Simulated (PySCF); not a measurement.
Mg(NMe2)(SeH) (C2H7MgNSe), SMILES C[N](C)[Mg][SeH].

The structure is a stationary point at PBE-D3(BJ)/def2-SVP. One conformer was computed; it need not be the lowest.

Level of theory: TDDFT-LC-ωPBE/def2-SVPD run with PySCF.

Vertical excitations.  State labels are in the subgroup Cs.

Computed excitation energies, oscillator strengths and character:
```tsv
state	symmetry	energy (eV)	λ (nm)	f	main pairs
S1	A'	4.08	304	0.017	HOMO→LUMO 81 %
S2	A"	4.97	249	0.070	HOMO−1→LUMO 90 %
S3	A"	5.08	244	0.000	HOMO→LUMO+2 72 %, HOMO→LUMO+6 22 %
S4	A'	5.29	234	0.085	HOMO→LUMO+1 84 %
S5	A"	5.62	221	0.002	HOMO−1→LUMO+4 54 %, HOMO−1→LUMO+1 20 %, HOMO−1→LUMO+3 11 %
S6	A'	6.12	202	0.019	HOMO→LUMO+3 48 %, HOMO→LUMO+5 28 %
S7	A'	6.16	201	0.117	HOMO−2→LUMO 60 %, HOMO−1→LUMO+2 22 %
S8	A"	6.25	198	0.000	HOMO−1→LUMO+1 50 %, HOMO−1→LUMO+8 23 %, HOMO−1→LUMO+7 14 %
S9	A'	6.50	191	0.231	HOMO−1→LUMO+2 36 %, HOMO−2→LUMO 18 %, HOMO−2→LUMO+4 13 %, HOMO−1→LUMO+6 13 %
S10	A'	7.00	177	0.200	HOMO−2→LUMO+1 32 %, HOMO−2→LUMO+4 23 %, HOMO−1→LUMO+2 9 %, HOMO−3→LUMO 9 %
T1	A'	3.79	327	0	HOMO→LUMO 77 %
T2	A"	4.59	270	0	HOMO−1→LUMO 83 %
T3	A'	4.69	264	0	HOMO→LUMO+1 72 %
T4	A"	5.04	246	0	HOMO→LUMO+2 71 %, HOMO→LUMO+6 22 %
```
Triplets are in the Tamm–Dancoff approximation, which puts them higher than full response would, so one can lie above its singlet here.
